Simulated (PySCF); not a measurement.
# Mayer bond orders and bond lengths

Species: Pd(PH3)2 (singlet state).
Structure used (PBE0-D3(BJ)/def2-SVP), in Å, numbered top down from 1:
```
atom  x, y, z in Å
Pd1    0.0086    0.0223    0.0001
P2    -0.0002   -0.0082    2.2618
H3     0.7996   -0.9407    2.9807
H4    -1.2021   -0.2597    2.9816
H5     0.3882    1.1327    3.0194
P6     0.0036    0.0172   -2.2618
H7     1.1775    0.3360   -3.0010
H8    -0.8682    0.8694   -2.9964
H9    -0.3071   -1.1690   -2.9845
```

Bond orders from the PBE0/pcSseg-1 (def2-TZVP on Pd) density (PySCF). Geometry: PBE0-D3(BJ)/def2-SVP; no solvent, vibrations or thermal averaging. Atoms past krypton carry effective core potentials; spin–orbit coupling is left out.

Set the Mayer orders of the bonds between heavy atoms beside their lengths.

```json
{"bond": "Pd1–P2", "length (Å)": "2.262", "Mayer order": "0.704"}
{"bond": "Pd1–P6", "length (Å)": "2.262", "Mayer order": "0.704"}
```

And the bonds to hydrogen?

H–P: 0.94 (6 bonds).

Sum the orders of all bonds at each heavy atom with more than one neighbour.

Pd1 1.408, P2 3.523, P6 3.522. Orders between atoms that aren't bonded are not in these sums.

Mayer orders depend on the basis set.
